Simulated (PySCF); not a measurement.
# Excitation energy of Nb by level of theory

Nb [Kr] 4d4 5s1 (6D) → Nb [Kr] 4d3 5s1 5p1 (high-spin determinant), as a difference of total energies. All numbers are calculated (PySCF 2.14, scalar relativity through the core potential, in aug-cc-pVTZ-PP with ECP28MDF (6s6p5d3f2g, 88 functions)). Correlated levels: valence: 4s2 4p6 frozen. The calculations carry no spin-orbit coupling.

| method | excitation energy (eV) |
| --- | --- |
| UHF | 1.494 |
| LDA | 2.848 |
| PBE | 2.725 |
| PBE0 | 2.547 |
| r2SCAN | 2.526 |
| wB97X | 2.188 |
| B3LYP | 2.521 |
| HSE06 | 2.555 |
| r2SCANh | 2.487 |
| MP2 (valence) | 2.002 |
| SCS-MP2 (valence) | 1.663 |

How much does correlation contribute at MP2 (valence)?

2.002 − (1.494) = 0.508 eV, measured against UHF.

The determinant of the upper state mixes LS terms, which raises its energy above the lowest term, most at the Hartree-Fock and MP2 levels.
